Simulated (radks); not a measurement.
The silicon ion Si3+, 11 electrons, occupied as [Ne] 3s(up 1, down 0).

All-electron calculation, scalar-relativistic Kohn-Sham, PBEsol, spin-polarised, spherical densities, finite nucleus; Fermi nuclear charge, rms radius 3.1224 fm. Program: a radial shooting solver on a logarithmic mesh with Libxc functionals.

Energy parts (Ry):
| part | energy |
|---|---|
| total | -574.41012 |
| kinetic | 575.84936 |
| electron-nucleus | -1343.46823 |
| Hartree | 231.75730 |
| exchange-correlation | -38.54855 |

Orbitals (lengths in bohr, moments of r in powers of bohr; <r^-3> diverges for s and p1/2):
1s up: occ. 1; eigenvalue (Ry) -133.7651; <r^2> 0.01672; <r^4> 0.0007238; <1/r> 13.62
1s down: occ. 1; eigenvalue (Ry) -133.7511; <r^2> 0.01672; <r^4> 0.0007238; <1/r> 13.62
2s up: occ. 1; eigenvalue (Ry) -12.90285; <r^2> 0.3841; <r^4> 0.2723; <1/r> 2.583
2s down: occ. 1; eigenvalue (Ry) -12.88098; <r^2> 0.3828; <r^4> 0.2693; <1/r> 2.585
2p up: occ. 3; eigenvalue (Ry) -9.69620; <r^2> 0.3606; <r^4> 0.2877; <r^-3> 48.62; <1/r> 2.469
2p down: occ. 3; eigenvalue (Ry) -9.67372; <r^2> 0.3582; <r^4> 0.2820; <r^-3> 48.74; <1/r> 2.472
3s up: occ. 1; eigenvalue (Ry) -2.96572; <r^2> 3.851; <r^4> 22.81; <1/r> 0.7456

The highest occupied level is 3s up at -40.351 eV. The density falls to 0.001 e/bohr^3 at r = 3.02 bohr. Summed over all electrons, <r^2> = 6.808 bohr^2, which gives a Langevin (diamagnetic) susceptibility term of -5.39 x 10^-6 cm^3/mol.
